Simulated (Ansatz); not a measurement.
A structure relaxed at B3LYP-D4/def2-SVP in Ansatz, charge 0, singlet:

```
atom   x (Å)   y (Å)   z (Å)
 Sb1  -1.256   2.300   0.461
  H2  -2.466   1.436   1.336
  H3  -0.312   2.504   1.891
 Si4  -0.008   0.074  -0.109
  C5  -1.061  -0.878  -1.358
  C6   1.653   0.531  -0.890
  C7   0.275  -0.981   1.432
  H8  -0.548  -1.804  -1.669
  H9  -1.253  -0.278  -2.263
 H10  -2.035  -1.161  -0.926
 H11   1.515   1.153  -1.788
 H12   2.287   1.091  -0.183
 H13   2.203  -0.378  -1.188
 H14   0.885  -0.443   2.174
 H15  -0.680  -1.249   1.911
 H16   0.800  -1.916   1.169
```

Question: Give its formula, name or SMILES.

Answer: SbH2(SiMe3) (C3H11SbSi).

Question: Summarise the bond lengths by kind (pairs closer than 1.2 times the sum of covalent radii, bridged metal pairs left out).

Answer: 3 × C–Si 1.89 Å; 1 × Sb–Si 2.61 Å; 9 × C–H 1.10 Å; 2 × H–Sb 1.73 Å.

In the def2 sets Sb takes a core potential; there is no spin–orbit coupling.
